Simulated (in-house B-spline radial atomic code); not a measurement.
# Ionising neutral manganese with different functionals

Computed with a B-spline radial code for spherical atoms: scalar-relativistic (spin-free X2C) Hamiltonian, Fermi nucleus of rms radius 3.7057 fm, spin-polarised at highest spin, spherical fractional occupations for the functionals, and exact exchange of hybrids averaged over the configuration. The ionisation energy is the difference of two self-consistent energies, [Ar] 3d5 4s2 → [Ar] 3d5 4s1, without Breit or QED terms; ε is the level of the shell that loses the electron (its least bound occupied spin orbital).

| method | rung | ΔSCF (eV) | -ε(4s) (eV) |
| --- | --- | --- | --- |
| PBE0 | global hybrid | 7.09 | 5.11 |
| B3LYP | global hybrid | 7.57 | 5.15 |
| TPSSh | global hybrid | 7.06 | 4.68 |
| BHandHLYP | global hybrid | 7.35 | 5.80 |
| r2SCAN0 | global hybrid | 6.96 | 5.18 |
| B97-1 | global hybrid | 7.74 | 5.13 |
| HSE06 | range-separated hybrid | 7.10 | 4.74 |
| wB97X | range-separated hybrid | 7.76 | 7.31 |
| CAM-B3LYP | range-separated hybrid | 7.54 | 6.30 |
| LC-wPBE | range-separated hybrid | 6.98 | 7.08 |

Q: Among the functionals, which spreads more, the ΔSCF values or the orbital energies?

A: The orbital energies: ΔSCF values span about 0.80 eV and the orbital energies 2.63 eV.

Q: How do they compare with the NIST value?

A: NIST lists 7.434 eV (measured, ground level to ground level). Errors run from -0.48 to +0.32 eV; BHandHLYP is closest (-0.08 eV), but part of that can be cancellation, since the calculations leave out spin-orbit coupling, Breit-QED terms, multiplet and fine-structure energies.
